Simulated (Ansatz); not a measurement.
Total energies of AlGe₂₃H₃₂ from Ansatz at PBE0-D4/def2-SVP, gas phase (1 Eh = 27.2114 eV = 2625.5 kJ/mol). The reference geometry is relaxed at PBE-D4/def2-SVP.

```xyz
56

Ge    1.4260    3.9997   -1.2419
Ge    3.7435    0.1502   -2.1155
Ge    1.5393   -2.1881    4.0843
Ge    3.4980   -2.7238    0.6661
Ge    1.5956    0.7573    1.1876
Ge   -2.5997    0.8666    1.5546
Ge   -0.2669    0.4135   -1.8549
Ge   -0.5424   -2.7484    0.7669
Ge   -2.5919    3.6566   -1.3435
Ge   -4.3922    0.1488   -1.9129
Ge    1.4762   -3.0662   -2.7300
Ge    1.7821    3.1945    1.0406
Ge    1.4015    0.2138    3.6159
Ge   -2.7649    3.2615    1.0682
Ge    3.6082   -0.3063    0.2827
Ge   -0.4708    2.8242   -2.2479
Ge    1.6145   -0.6346   -3.0272
Ge    3.5824   -3.0898    3.0855
Ge   -0.3887   -3.3583    3.1368
Ge    1.4566   -3.6388   -0.3443
Al   -0.6415   -0.2811    0.5693
Ge   -4.5790   -0.1408    0.5106
Ge   -2.2775   -0.7912   -2.7132
Ge   -4.4222    2.5220   -2.5072
H     1.1550    5.5334   -1.2354
H     2.7139    3.7424   -2.0761
H     4.9274   -0.6374   -2.7494
H     3.9558    1.6652   -2.3958
H     1.5926   -2.3468    5.6379
H     4.7441   -3.3771   -0.0140
H    -2.7629    0.6818    3.0984
H    -1.7710   -3.5120    0.1747
H    -2.6578    5.1896   -1.6383
H    -5.5394   -0.5996   -2.6639
H     2.7087   -3.7184   -3.4270
H     0.1950   -3.6027   -3.4337
H     3.2051    3.6047    1.5268
H     0.7405    3.8427    1.9962
H     2.5648    0.9850    4.3199
H     0.0579    0.8157    4.1241
H    -1.6499    4.0679    1.7963
H    -4.1365    3.8325    1.5396
H     4.8357    0.3066    1.0317
H    -0.4399    3.0516   -3.7950
H     1.4934   -0.2615   -4.5399
H     4.8394   -2.3836    3.6755
H     3.6884   -4.6095    3.4086
H    -0.1951   -4.8888    3.3565
H    -1.6758   -2.9224    3.8984
H     1.5349   -5.1949   -0.2157
H    -4.6538   -1.6647    0.8217
H    -5.9124    0.5123    0.9849
H    -2.1234   -2.2879   -2.3159
H    -2.1766   -0.7032   -4.2727
H    -5.7885    3.1504   -2.1023
H    -4.2560    2.6872   -4.0468
```

| state | geometry | energy (Eh) |
| --- | --- | --- |
| charge 0 doublet | reference | -48021.23348 |
| charge 1 singlet | reference | -48020.96681 |
| charge -1 singlet | reference | -48021.36858 |
| free Ge atom (triplet) | – | -2076.39507 |
| free Al atom (doublet) | – | -242.16443 |
| free H atom (doublet) | – | -0.50029 |

Single mean-field runs in def2-SVP are fitted with def2-universal-jkfit.

Other spin states of the ions weren't run at this level and may lie lower.

Question: Work out the vertical ionisation energy to the singlet.

Answer: E(charge 1 singlet) − E(charge 0 doublet) = -48020.96681 − (-48021.23348) = 0.26667 Eh = 7.26 eV. For comparison, −ε of the highest occupied level of the spin that leaves is 6.29 eV at this level, 0.97 eV less.

Question: Work out the vertical electron affinity, to the singlet.

Answer: E(charge 0 doublet) − E(charge -1 singlet) = -48021.23348 − (-48021.36858) = 0.13510 Eh = 3.68 eV. The basis lacks diffuse functions, which makes affinities too small.

Question: Give the fundamental gap IE − EA, the Mulliken electronegativity (IE + EA)/2 and the hardness (IE − EA)/2.

Answer: From the values in Eh: IE − EA = 0.26667 − 0.13510 = 0.13157 Eh = 3.58 eV; (IE + EA)/2 = 5.47 eV; (IE − EA)/2 = 1.79 eV.

Question: What is the binding energy per atom against free atoms?

Answer: Atoms: 23 × (-2076.39507) + 1 × (-242.16443) + 32 × (-0.50029) = -48015.26032 Eh. Binding: -48015.26032 − (-48021.23348) = 5.97316 Eh = 162.54 eV, or 2.90 eV for each of 56 atoms (no zero-point energy, no counterpoise term).
